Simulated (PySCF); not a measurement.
(2S)-2-fluoro-1-methoxypropane (C4H9FO), SMILES COC[C@H](C)F.

Geometry optimised at PBE-D3(BJ)/def2-SVP. The values are those of a single conformer.

Calculation: TDDFT-ωB97X/def2-SVPD (PySCF 2.14.0).

Vertical excitations. 

| state | energy (eV) | λ (nm) | f | main pairs |
|---|---|---|---|---|
| S1 | 7.71 | 161 | 0.037 | HOMO→LUMO 78 % |
| S2 | 8.76 | 142 | 0.032 | HOMO→LUMO+1 40 %, HOMO→LUMO+4 22 %, HOMO→LUMO+2 16 %, HOMO→LUMO+5 9 % |
| S3 | 8.78 | 141 | 0.016 | HOMO→LUMO+2 39 %, HOMO→LUMO+1 37 %, HOMO→LUMO+3 7 % |
| S4 | 9.25 | 134 | 0.053 | HOMO→LUMO+3 40 %, HOMO→LUMO+4 23 %, HOMO→LUMO+5 19 %, HOMO→LUMO+2 9 % |
| S5 | 9.41 | 132 | 0.049 | HOMO−1→LUMO 77 % |
| S6 | 9.55 | 130 | 0.015 | HOMO−2→LUMO 57 %, HOMO−2→LUMO+1 19 % |
| S7 | 9.66 | 128 | 0.019 | HOMO→LUMO+6 32 %, HOMO→LUMO+7 17 %, HOMO→LUMO+3 11 %, HOMO→LUMO+4 9 % |
| S8 | 9.79 | 127 | 0.018 | HOMO→LUMO+8 42 %, HOMO→LUMO+6 21 %, HOMO→LUMO+9 9 % |
| S9 | 9.81 | 126 | 0.018 | HOMO−3→LUMO 39 %, HOMO−1→LUMO+1 29 %, HOMO−1→LUMO+2 6 % |
| S10 | 10.08 | 123 | 0.001 | HOMO→LUMO+5 31 %, HOMO→LUMO+3 18 %, HOMO→LUMO+9 13 %, HOMO→LUMO+6 7 % |
| T1 | 7.60 | 163 | 0 | HOMO→LUMO 69 %, HOMO→LUMO+4 16 % |
| T2 | 8.41 | 147 | 0 | HOMO→LUMO+4 21 %, HOMO→LUMO+2 20 %, HOMO→LUMO+1 18 %, HOMO→LUMO 12 % |
| T3 | 8.71 | 142 | 0 | HOMO→LUMO+1 56 %, HOMO→LUMO+2 21 % |
| T4 | 9.09 | 136 | 0 | HOMO−1→LUMO 26 %, HOMO→LUMO+5 20 %, HOMO→LUMO+3 19 %, HOMO→LUMO+4 10 % |
Triplets are in the Tamm–Dancoff approximation, which puts them higher than full response would, so one can lie above its singlet here.
